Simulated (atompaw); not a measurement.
# An all-electron radial function and its pseudo partner (lanthanum (La))

Columns: radius, all-electron u(r) and pseudo u(r) of the 5p shell (level -22.40 eV) of lanthanum in the configuration [Kr] 4d10 4f0 5s2 5p6 5d1 6s2 6p0; PBEsol, scalar-relativistic, PAW (atompaw) scheme, atompaw 4.2.0.5.

```tsv
r (bohr)	all-electron	pseudo
0.113	0.0210	0.0084
0.227	0.2841	0.0337
0.340	-0.0538	0.0741
0.454	-0.3765	0.1285
0.567	-0.4473	0.1933
0.681	-0.3124	0.2668
0.794	-0.0780	0.3442
0.908	0.1787	0.4234
1.021	0.4072	0.4995
1.135	0.5916	0.5705
1.248	0.7240	0.6321
1.362	0.8103	0.6829
1.475	0.8556	0.7203
1.588	0.8686	0.7436
1.702	0.8567	0.7525
1.815	0.8268	0.7471
1.929	0.7843	0.7286
2.042	0.7343	0.6989
2.156	0.6797	0.6597
2.269	0.6240	0.6143
2.383	0.5683	0.5646
2.496	0.5148	0.5138
2.610	0.4637	0.4636
2.723	0.4162	0.4162
2.837	0.3720	0.3720
2.950	0.3318	0.3318
```

Q: How many radial nodes do the two functions have?

A: The all-electron 5p function has n − l − 1 = 3 (the table is too coarse to show those close to the nucleus); the pseudo-wave has 0, since the states of the same l below it are removed with the core.

Q: Is the pseudo-wave norm-conserving?

A: No, it belongs to a PAW set: the norm inside the radius is not constrained, and the difference is carried by the augmentation charge.
